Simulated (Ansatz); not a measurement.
`C[O][Ge][OH]`. Total charge 0; spin multiplicity 1.

```xyz
8

C     0.939    0.210   -0.271
O     0.555   -1.023    0.279
Ge   -1.088   -1.508    0.799
O    -2.033   -0.035    0.427
H     2.012    0.184   -0.475
H     0.424    0.416   -1.219
H     0.750    1.045    0.416
H    -1.559    0.709    0.044
```

Problem. List the harmonic frequencies (cm⁻¹, unscaled) at PBE0-D4/def2-TZVP in Ansatz. (Best estimate.)

Solution. The calculation gave: 86, 158, 182, 318, 413, 590, 677, 783, 1115, 1172, 1190, 1469, 1495, 1500, 2997, 3054, 3102, 3863.

Problem. Is this a minimum?

Solution. Yes, all 18 modes are real.

Problem. Give the ideal-gas thermochemistry at 298.15 K and 1 bar (rigid rotor, harmonic oscillator; point group Cs, symmetry number 1).

Solution. Zero-point energy 144.5 kJ/mol; H(298) − E = 162.6 kJ/mol; entropy 326.6 J/(mol·K), of which translation 168.6, rotation 107.4, vibration 50.5; G(298) − E = 65.3 kJ/mol. Modes under 100 cm⁻¹ are hindered rotations or soft bends, so the harmonic entropy is rough.

Problem. Rotational constants (cm⁻¹)?

Solution. 0.2966, 0.1265, 0.09022.
